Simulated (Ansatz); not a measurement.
Li₅⁻. Total charge -1; triplet. Geometry PBE/def2-TZVP, that of the neutral doublet; atoms count from 1.

Cartesian coordinates in Å:
```
Li -1.3888 2.1566 -0.1872
Li 1.3675 -2.1660 0.2171
Li -1.3892 -0.9176 -0.4045
Li 0.5642 0.5108 1.5493
Li 0.8462 0.4162 -1.1746
```

The highest occupied level of the charge -1 triplet lies above zero (up to 0.05 eV). By energy differences its removal costs 0.91 eV (vertical, to the charge 0 doublet, at PBE0/def2-TZVPD); a positive level beside a positive removal energy at the same level points to self-interaction error. The structure comes from a short search, and lower isomers may exist.

(1) Estimate the Mulliken populations from the PBE0/def2-TZVPD orbitals of Ansatz.

(2) Where does the spin sit?

(3) And the Mayer bond orders between bonded heavy atoms (over 0.3)?

## Answers

(1) 
```json
{"atom": "Li1", "charge (e)": "-0.15", "spin (α − β)": "0.12"}
{"atom": "Li2", "charge (e)": "-0.15", "spin (α − β)": "0.12"}
{"atom": "Li3", "charge (e)": "-0.14", "spin (α − β)": "0.63"}
{"atom": "Li4", "charge (e)": "-0.13", "spin (α − β)": "0.63"}
{"atom": "Li5", "charge (e)": "-0.43", "spin (α − β)": "0.49"}
```
Mulliken values and Mayer orders depend strongly on the basis. With diffuse functions, as here, like atoms can get unlike values, and bond orders can come out too low or too high.

(2) Summed by element: Li 2.00, of 2 unpaired in all. Largest on single atoms: Li4 0.63, Li3 0.63, Li5 0.49.

(3) Li1–Li3 0.39 (3.08 Å); Li1–Li4 0.39 (3.09 Å); Li1–Li5 0.49 (3.00 Å); Li2–Li3 0.39 (3.09 Å); Li2–Li4 0.39 (3.10 Å); Li2–Li5 0.50 (2.98 Å); Li3–Li4 0.39 (3.11 Å); Li3–Li5 0.53 (2.71 Å); Li4–Li5 0.52 (2.74 Å).
